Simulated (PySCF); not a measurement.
# Mayer bond orders and bond lengths

Species: C5H5FN2Si.
Numbering: `[H]/[N:9]=[CH:8]\[C@:6]1([F:7])[C:3]([C:2]#[N:1])=[CH:4][SiH2:5]1` (hydrogens: H10 on C4; H11, H12 on Si5; H13 on C8; H14 on N9)

Cartesian coordinates in Å at the GFN2-xTB level; atoms count from 1:
```
atom  x, y, z in Å
N1     0.578    1.738   -2.871
C2     0.151    1.212   -1.946
C3    -0.363    0.556   -0.817
C4    -1.367    0.905    0.013
Si5   -1.301   -0.678    1.045
C6     0.193   -0.739   -0.254
F7     0.163   -1.783   -1.165
C8     1.548   -0.624    0.342
N9     1.984    0.275    1.100
H10   -1.938    1.818   -0.038
H11   -2.307   -1.675    0.717
H12   -0.895   -0.595    2.441
H13    2.216   -1.452    0.118
H14    1.337    1.041    1.291
```

Bond orders from the PBE0/pcSseg-1 density (PySCF). One conformer (not necessarily the lowest) at the GFN2-xTB geometry, without solvent, vibrations or thermal averaging.

**Question.** How far do the computed orders between heavy atoms stray from the drawn ones?

**Answer.** The largest departure is 0.293, at C3–C4 (drawn double, 1.707). Drawn single, order below 0.88: Si5–C6 (0.801) and C6–F7 (0.860).

**Question.** Set the Mayer orders of the bonds beside their lengths.

**Answer.** 
| bond | drawn as | length (Å) | Mayer order |
| --- | --- | --- | --- |
| N1–C2 | triple | 1.147 | 3.009 |
| C2–C3 | single | 1.403 | 1.019 |
| C3–C4 | double | 1.349 | 1.707 |
| C4–Si5 | single | 1.891 | 0.915 |
| Si5–C6 | single | 1.980 | 0.801 |
| C6–F7 | single | 1.386 | 0.860 |
| C6–C8 | single | 1.485 | 0.941 |
| C8–N9 | double | 1.255 | 2.049 |
| C6–C3 | single | 1.517 | 0.935 |
| C4–H10 | single | 1.078 | 0.984 |
| Si5–H11 | single | 1.454 | 0.942 |
| Si5–H12 | single | 1.456 | 0.931 |
| C8–H13 | single | 1.086 | 0.940 |
| N9–H14 | single | 1.021 | 0.932 |

Bonds between the same two heavy elements. C–N: lowest C8–N9 (2.049, 1.255 Å), highest N1–C2 (3.009, 1.147 Å). C–C: lowest C6–C3 (0.935, 1.517 Å), highest C3–C4 (1.707, 1.349 Å). C–Si: lowest Si5–C6 (0.801, 1.980 Å), highest C4–Si5 (0.915, 1.891 Å).

**Question.** Sum the orders of all bonds at each heavy atom with more than one neighbour and set the sums beside the valence in the SMILES.

**Answer.** C2 4.028 (drawn 4), C3 3.661 (drawn 4), C4 3.606 (drawn 4), Si5 3.589 (drawn 4), C6 3.537 (drawn 4), C8 3.930 (drawn 4), N9 2.981 (drawn 3). Orders between atoms that aren't bonded are not in these sums.

Mayer orders depend on the basis set.
